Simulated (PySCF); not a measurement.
## How methods differ on the ionisation energy of F⁺

F⁺ [He] 2s2 2p4 (3P) → F²⁺ [He] 2s2 2p3 (4S), as a difference of total energies. Calculation: PySCF 2.14, in aug-cc-pVDZ (4s3p2d, 23 functions); the non-relativistic Hamiltonian (point nucleus). Correlated levels: valence: 1s2 frozen. The calculations carry no spin-orbit coupling.

| method | ionisation energy (eV) | error (eV) |
| --- | --- | --- |
| UHF | 33.353 | -1.597 |
| B3LYP | 35.579 | +0.629 |
| BP86 | 35.594 | +0.644 |
| MP2 (valence) | 34.244 | -0.706 |
| SCS-MP2 (valence) | 34.249 | -0.701 |
| CCSD (valence) | 34.259 | -0.691 |
| CCSD(T) (valence) | 34.279 | -0.671 |

Reference: 34.950 eV (measured; NIST levels, between the centres of gravity of the two terms).

Errors of the correlated levels include the incompleteness of this basis and the frozen core.
